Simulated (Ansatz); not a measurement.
The cluster ZrAg4⁺. The state is a doublet with charge 1. Geometry r2SCAN-D4/def2-SVP; atoms count from 1.

Cartesian coordinates in Å:
```
Zr -0.321 -0.994 0.382
Ag 2.001 -1.935 -0.944
Ag -2.471 0.460 1.525
Ag -0.649 1.792 0.094
Ag 1.439 0.677 -1.057
```

In the def2 sets Ag, Zr take a core potential; there is no spin–orbit coupling. The structure comes from a short search, and lower isomers may exist.

Q: Estimate the Mulliken populations from the PBE0/def2-TZVP orbitals of Ansatz.

A: 
```
atom  charge (e)  spin (α − β)  d electrons
 Zr1        0.56          1.23         2.22
 Ag2        0.12         -0.05         9.88
 Ag3        0.12         -0.05         9.88
 Ag4        0.10         -0.06         9.86
 Ag5        0.10         -0.06         9.86
```
Mulliken values depend strongly on the basis.

Q: Where does the spin sit?

A: Summed by element: Zr 1.23, Ag -0.23, of 1 unpaired in all. Largest on single atoms: Zr1 1.23, Ag4 -0.06, Ag5 -0.06.

Q: And the Mayer bond orders between heavy atoms (over 0.3)?

A: Zr1–Ag2 0.80 (2.84 Å); Zr1–Ag3 0.80 (2.84 Å); Zr1–Ag4 0.74 (2.82 Å); Zr1–Ag5 0.74 (2.82 Å); Ag2–Ag5 0.37 (2.67 Å); Ag3–Ag4 0.37 (2.67 Å); Ag4–Ag5 0.39 (2.63 Å).
